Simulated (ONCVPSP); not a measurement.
**How hard is this barium (Ba) ONCV potential?**

ONCVPSP 4.0.1 input, shortened (lines: element, Z, core and valence counts, functional; n l f; lmax; l rc ep ncon nbas qcut; lloc lpopt rc5 dvloc0; l nproj debl; icmod fcfact rcfact), LDA (Perdew-Zunger), scalar-relativistic:

```
  Ba 56.00    9    3        3      upf
    1    0    2.00
    2    0    2.00
    2    1    6.00
    3    0    2.00
    3    1    6.00
    3    2   10.00
    4    0    2.00
    4    1    6.00
    4    2   10.00
    5    0    2.00
    5    1    6.00
    6    0    2.00
    3
    0    2.75    0.00    5   10    3.30
    1    3.20    0.00    4    7    5.30
    2    3.50    0.45    3    6    3.20
    3    3.05    0.28    3    7    3.60
    4    2    2.30    0.00
    0    2    0.40
    1    2    1.10
    2    3    3.80
    3    2    0.50
    3    5.50    1.10
```

In the d channel the program set the typed energies aside and used -0.079, 3.721, 7.521 Ha.

**Question.** For each optimised wave give the share of its norm inside rc, the residual kinetic energy above qcut (Ha) and the cutoffs (Ha) for errors of 10, 1, 0.1 and 0.01 mHa per electron.

**Answer.**

| wave | norm inside rc | residual KE | 10 mHa | 1 mHa | 0.1 mHa | 0.01 mHa |
| --- | --- | --- | --- | --- | --- | --- |
| 5s | 0.964 | 5.1e-04 | 1.8 | 4.8 | 27.0 | 39.5 |
| 6s | 0.080 | 3.8e-04 | 1.5 | 4.4 | 10.0 | 39.9 |
| 5p | 0.952 | 1.0e-08 | 3.4 | 4.5 | 5.5 | 8.5 |
| p projector 2 | 0.158 | 1.8e-08 | 3.1 | 4.2 | 7.6 | 10.2 |
| d projector 1 | 0.578 | 5.0e-05 | 2.9 | 3.9 | 5.2 | 10.5 |
| d projector 2 | 0.163 | 4.6e-02 | 13.8 | 25.0 | 54.0 | not reached |
| d projector 3 | 0.136 | 9.9e-01 | 15.8 | 27.4 | 60.1 | not reached |
| f projector 1 | 0.134 | 8.5e-03 | 6.5 | 23.0 | 48.6 | 104.5 |
| f projector 2 | 0.243 | 7.3e-02 | 24.6 | 40.2 | 85.9 | not reached |

The occupied waves need 4.8 Ha and 27 Ha for 1 and 0.1 mHa. The cutoffs count occupied waves only; projector 2 of the f channel, the hardest unoccupied one, needs 40 Ha at the loose tolerance.
